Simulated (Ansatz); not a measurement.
`C=[C](F)[SnH3]`. Total charge 0; spin multiplicity 1. Sn takes the def2 core potential. Geometry: relaxed with PBE0-D4/def2-TZVP.

```xyz
9

C     1.584   -0.252    0.563
C     0.679    0.405   -0.141
F     1.063    1.485   -0.857
Sn   -1.414   -0.054   -0.294
H     1.296   -1.119    1.142
H     2.624    0.057    0.579
H    -2.132    1.096   -1.321
H    -1.591   -1.625   -0.931
H    -2.110    0.007    1.260
```

(1) What is the dipole moment at ωB97M-V/def2-TZVPP? (Best estimate.)

(2) And with PBE, r2SCAN, B3LYP? (An estimate is asked.)

(3) Give the Mulliken charges with ωB97M-V, B3LYP, PBE in def2-TZVPP. (Estimate.)

Answers

(1) The calculation gave: 1.30 D, with components (-0.50, -1.01, 0.64) D in this frame, pointing from negative to positive charge.

(2) Computed: PBE 1.11 D, r2SCAN 1.19 D, B3LYP 1.27 D.

(3) Ansatz gave: 
```
atom  ωB97M-V  B3LYP    PBE
  C1    -0.23  -0.25  -0.23
  C2    -0.01   0.01   0.00
  F3    -0.19  -0.21  -0.16
 Sn4     0.46   0.58   0.51
  H5     0.10   0.10   0.09
  H6     0.11   0.11   0.10
  H7    -0.07  -0.11  -0.10
  H8    -0.08  -0.12  -0.11
  H9    -0.08  -0.12  -0.11
```

B3LYP here is the variant with VWN-RPA as its local correlation; programs differ in this.
